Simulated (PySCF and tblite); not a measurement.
Values are calculated unless marked as measured or tabulated.
Ring inversion: stationary points, barriers and rates

System: C5H10OS, numbered as in [CH3:1][O:2][C@@H:3]1[CH2:4][CH2:5][S:6][CH2:7]1.

Motion: inversion of the 5-membered ring (3–4–5–6–7). The path came from a restrained scan, a climbing-image band and a saddle search at GFN2-xTB; energies are B3LYP/pcSseg-1 + D3(BJ)//GFN2-xTB, thermal terms GFN2-xTB. Rate constants are transition-state-theory values, counting equivalent paths, without tunnelling. (PySCF 2.14 with density fitting, tblite 0.8.)

```
         point  symmetry  E(GFN2) kcal/mol  E(DFT) kcal/mol  ZPE change kcal/mol  lowest mode cm⁻¹  dipole D
 start (twist)        C1               0.0              0.0                 0.00                81      1.75
saddle (twist)        C1               1.6              1.8                -0.03               56i      1.34
end (envelope)        C1               0.6             -0.6                -0.05                55      2.46
```

```json
{"Electronic barrier": "1.8 kcal/mol", "Barrier with zero-point energy": "1.8 kcal/mol", "ΔH‡ (298 K)": "1.3 kcal/mol", "ΔS‡ (298 K, symmetry apart)": "-3.3 cal/(mol K)", "Paths": "1 equivalent path", "End point": "a different minimum", "Mean lifetime of the start against this motion at 298 K": "7.5 ps", "Cost": "79 s on 1 thread of Arm Neoverse V1 (shared host) (rough), peak memory 0.85 GiB, launched as `OMP_NUM_THREADS=1 python ens_run.py task.json out`"}
```

```csv
T/K,ΔG‡ kcal/mol,k s⁻¹,ΔG kcal/mol,k back s⁻¹
150,1.9,4.5×10⁹,-0.6,5.4×10⁸
200,2.0,2.4×10¹⁰,-0.6,5.1×10⁹
250,2.2,6.8×10¹⁰,-0.6,2×10¹⁰
298,2.3,1.3×10¹¹,-0.6,4.9×10¹⁰
350,2.4,2.3×10¹¹,-0.6,1×10¹¹
400,2.6,3.3×10¹¹,-0.6,1.7×10¹¹
500,2.9,5.8×10¹¹,-0.5,3.5×10¹¹
```

ΔG and ΔG‡ leave out symmetry numbers and mirror images; rates count paths: 1 out, 1 back.

The barrier is low, and the GFN2-xTB saddle may lie off the DFT one, so take it as rough.
